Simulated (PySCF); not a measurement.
Cl₂Sr (SMILES [Cl][Sr][Cl]), singlet, geometry from GFN2-xTB (such geometries of metal compounds can be far from the true shape) (core potentials on Sr); DF-B3LYP/def2-TZVP in PySCF.

Here is a job for PySCF.
```python
from pyscf import gto, scf, dft

mol = gto.Mole()
mol.atom = '''
    Sr    0.29122395   -0.61094818    0.12088586
    Cl    1.08031446    1.07365832   -1.54654975
    Cl   -1.73128564    0.29199055    1.27633429
'''
mol.basis = 'def2-tzvp'
mol.ecp = {'Sr': 'def2-tzvp'}
mol.verbose = 4
mol.build()

mf = dft.RKS(mol)
mf.xc = 'b3lyp'
mf = mf.density_fit(auxbasis='def2-universal-jkfit')
mf.kernel()
```

The log (banner, timings and long lists left out):

```
PySCF version 2.14.0

[INPUT] verbose = 4
[INPUT] num. atoms = 3
[INPUT] num. electrons = 44
[INPUT] charge = 0
[INPUT] spin (= nelec alpha-beta = 2S) = 0
[INPUT] symmetry False subgroup None
[INPUT] Mole.unit = angstrom
[INPUT] Symbol           X                Y                Z      unit          X                Y                Z       unit  Magmom
[INPUT]  1 Sr     0.291223950000  -0.610948180000   0.120885860000 AA    0.550333506414  -1.154524736501   0.228441167733 Bohr   0.0
[INPUT]  2 Cl     1.080314460000   1.073658320000  -1.546549750000 AA    2.041498457807   2.028920176161  -2.922555465515 Bohr   0.0
[INPUT]  3 Cl    -1.731285640000   0.291990550000   1.276334290000 AA   -3.271655702992   0.551782170461   2.411922251491 Bohr   0.0

nuclear repulsion = 109.687216893141
number of shells = 39
number of NR pGTOs = 179
number of NR cGTOs = 107
basis = def2-tzvp
ecp = {'Sr': 'def2-tzvp'}

******** <class 'pyscf.df.df_jk.DFRKS'> ********
method = DFRKS
initial guess = minao
damping factor = 0
level_shift factor = 0
DIIS = <class 'pyscf.scf.diis.CDIIS'>
diis_start_cycle = 1
diis_space = 8
diis_damp = 0
SCF conv_tol = 1e-09
SCF conv_tol_grad = None
SCF max_cycles = 50
direct_scf = False
XC library pyscf.dft.libxc version 7.1.2
    S. Lehtola, C. Steigemann, M. J. T. Oliveira, and M. A. L. Marques,  SoftwareX 7, 1–5 (2018)
XC functionals = b3lyp
    P. J. Stephens, F. J. Devlin, C. F. Chabalowski, and M. J. Frisch,  J. Phys. Chem. 98, 11623 (1994)
radial grids:
    Treutler-Ahlrichs [JCP 102, 346 (1995); DOI:10.1063/1.469408] (M4) radial grids

becke partition: Becke, JCP 88, 2547 (1988); DOI:10.1063/1.454033
pruning grids: <function nwchem_prune>
grids dens level: 3
symmetrized grids: False
atomic radii adjust function: <function treutler_atomic_radii_adjust>
small_rho_cutoff = 0
Set gradient conv threshold to 3.16228e-05
Initial guess from minao.
tot grids = 59672
******** <class 'pyscf.df.df.DF'> ********
auxbasis = def2-universal-jkfit
init E= -949.678823294639
  HOMO = -0.488093757572315  LUMO = -0.251608690812186  gap/eV = 6.43509
cycle= 1 E= -951.249218898512  delta_E= -1.57  |g|= 0.579  |ddm|= 2.74
  HOMO = -0.192037169713782  LUMO = -0.0670781786576402  gap/eV = 3.40031
cycle= 2 E= -951.267001713211  delta_E= -0.0178  |g|= 0.583  |ddm|= 1.32
  HOMO = -0.274092675941836  LUMO = -0.0829840697457393  gap/eV = 5.20033
cycle= 3 E= -951.349468963802  delta_E= -0.0825  |g|= 0.0648  |ddm|= 0.554
  HOMO = -0.270663128631023  LUMO = -0.0892352863799161  gap/eV = 4.93690
cycle= 4 E= -951.350205076793  delta_E= -0.000736  |g|= 0.0251  |ddm|= 0.0898
  HOMO = -0.272836909948584  LUMO = -0.0876358952019366  gap/eV = 5.03958
cycle= 5 E= -951.350396683971  delta_E= -0.000192  |g|= 0.00398  |ddm|= 0.0257
  HOMO = -0.272752857866147  LUMO = -0.0874774237011464  gap/eV = 5.04160
cycle= 6 E= -951.350400394659  delta_E= -3.71e-06  |g|= 0.00115  |ddm|= 0.00366
  HOMO = -0.272759296477843  LUMO = -0.0875281846922073  gap/eV = 5.04040
cycle= 7 E= -951.35040071208  delta_E= -3.17e-07  |g|= 0.000238  |ddm|= 0.000883
  HOMO = -0.272745494792639  LUMO = -0.0875345851177619  gap/eV = 5.03985
cycle= 8 E= -951.35040072822  delta_E= -1.61e-08  |g|= 3.8e-05  |ddm|= 0.000229
  HOMO = -0.272747370452253  LUMO = -0.0875317135331471  gap/eV = 5.03997
cycle= 9 E= -951.350400728737  delta_E= -5.18e-10  |g|= 8.51e-06  |ddm|= 6.4e-05
  HOMO = -0.272746982151411  LUMO = -0.0875313810847798  gap/eV = 5.03997
Extra cycle  E= -951.350400728749  delta_E= -1.14e-11  |g|= 6e-06  |ddm|= 1.27e-05
converged SCF energy = -951.350400728749
```
